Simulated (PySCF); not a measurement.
Electronic structure of Co²⁺ (cobalt, charge +2) at the MN15 level

Configuration: [Ar] 3d7, high-spin 4F determinant. All numbers are calculated (PySCF 2.14, no relativity, point nucleus, in 6-31G* (5s4p2d1f, 34 functions)).

| Quantity | Value |
| --- | --- |
| Total energy | -1381.737 hartree |
| One-electron energy | -1894.773 hartree |
| Hartree (Coulomb) energy | 572.052 hartree |
| Exchange-correlation energy | -59.016 hartree |
| Kinetic energy | 1379.55548 hartree |
| ⟨S²⟩ | 3.7510 |
| ⟨L²⟩ | 12.001 |
| Sum of ⟨r⟩ | 15.43 bohr |
| Sum of ⟨r²⟩ | 15.40 bohr² |
| Density at the nucleus (Gaussians lack the cusp) | 12600 bohr⁻³ |
| Spin density at the nucleus | -0.123 bohr⁻³ |
| Langevin diamagnetic susceptibility | -12.2 ×10⁻⁶ cm³/mol |
| Time after the integrals | 0.92 s of wall time on 1 thread of Neoverse-V1 (shared host) |

| shell | electrons | mean orbital energy (eV) | spread (eV) | rms radius, mean of both spins (bohr) |
| --- | --- | --- | --- | --- |
| 1s β | 1 | -7515.0 | 0 | 0.0659 |
| 1s α | 1 | -7514.9 | 0 | 0.0659 |
| 2s α | 1 | -893.14 | 0 | 0.282 |
| 2s β | 1 | -892.77 | 0 | 0.282 |
| 2p α | 3 | -790.57 | 0 | 0.250 |
| 2p β | 3 | -789.92 | 0 | 0.250 |
| 3s α | 1 | -119.97 | 0 | 0.847 |
| 3s β | 1 | -118.17 | 0 | 0.847 |
| 3p α | 3 | -88.427 | 0 | 0.896 |
| 3p β | 3 | -85.676 | 0 | 0.896 |
| 3d α | 5 | -30.959 | 0.542 | 1.11 |
| 3d β | 2 | -27.808 | 0 | 1.11 |
